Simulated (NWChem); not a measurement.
System: C3H2N3, doublet; SMILES [c]1ncncn1

```xyz
8

C      0.0000     0.0000     1.3144
N      1.1730     0.0932     0.7542
C      1.1200     0.0889    -0.5824
N      0.0000     0.0000    -1.2890
C     -1.1200    -0.0889    -0.5824
N     -1.1730    -0.0932     0.7542
H      2.0677     0.1642    -1.1294
H     -2.0677    -0.1642    -1.1294
```
Atoms are numbered in this order, from 1.

Level: PBE0/def2-SVP, spin-unrestricted (NWChem), optimised geometry, unscaled harmonic frequencies. In the optimisation the excess spin sits in a (C2, its own frame).

List the harmonic frequencies with IR intensities, and the thermochemistry.


```tsv
frequency (cm⁻¹)	IR intensity (km/mol)
328	0.0
392	4.2
651	33.2
711	10.1
768	18.6
975	0.0
1008	3.9
1036	0.0
1161	7.9
1221	14.4
1221	0.1
1310	0.1
1423	19.0
1452	38.9
1611	174.5
1657	288.1
3199	14.0
3202	5.2
```

```json
{
  "zero_point_energy": "33.3 kcal/mol",
  "thermal correction to the enthalpy at 298.15 K (with zero-point energy)": "36.5 kcal/mol",
  "heat capacity Cv": "13.7 cal/(mol K)",
  "entropy at 298.15 K and 1 atm (symmetry number 2, electronic part: spin degeneracy alone)": "67.8 cal/(mol K)",
  "dipole_moment": "1.44 D"
}
```

Rigid rotor and harmonic oscillator.
